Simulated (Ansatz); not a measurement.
Start from `I[SiH]1CO1` and change one element to get `F[SiH]1CO1`.

Ansatz, PBE0-D4/def2-TZVP geometries, multiplicity 1. 

Elements past krypton have def2 core potentials.

```tsv
property	`I[SiH]1CO1`
size of the dipole moment (ωB97M-V/def2-TZVPP) / D	1.68
zero-point energy (PBE0-D4/def2-TZVP) / kJ/mol	105.7
HOMO–LUMO gap (B3LYP/def2-TZVPP) / eV	6.35
LUMO energy (ωB97M-V/def2-TZVPP) / eV	1.03
size of the dipole moment (B3LYP/def2-TZVPP) / D	1.65
size of the dipole moment (PBE/def2-TZVPP) / D	1.45
```

(1) Give the same properties after the change, and the shifts. (An estimate is asked.)

Answers

(1) Computed: 
| property | `F[SiH]1CO1` | shift |
| --- | --- | --- |
| size of the dipole moment (ωB97M-V/def2-TZVPP) / D | 1.88 | 0.20 |
| zero-point energy (PBE0-D4/def2-TZVP) / kJ/mol | 111.0 | 5.3 |
| HOMO–LUMO gap (B3LYP/def2-TZVPP) / eV | 7.55 | 1.20 |
| LUMO energy (ωB97M-V/def2-TZVPP) / eV | 1.74 | 0.71 |
| size of the dipole moment (B3LYP/def2-TZVPP) / D | 1.87 | 0.22 |
| size of the dipole moment (PBE/def2-TZVPP) / D | 1.67 | 0.22 |

With PBE0 the HOMO falls by 0.41 eV and the LUMO rises by 0.82 eV, so the gap widens by about 1.23 eV. PBE moves the HOMO by -0.25 eV and ωB97M-V by -0.53 eV. Dipoles are sizes alone; their direction can turn.

B3LYP here is the variant with VWN-RPA as its local correlation; programs differ in this.

Spin–orbit coupling is left out; it splits and shifts lone-pair levels of the heavy atoms by tenths of an eV.
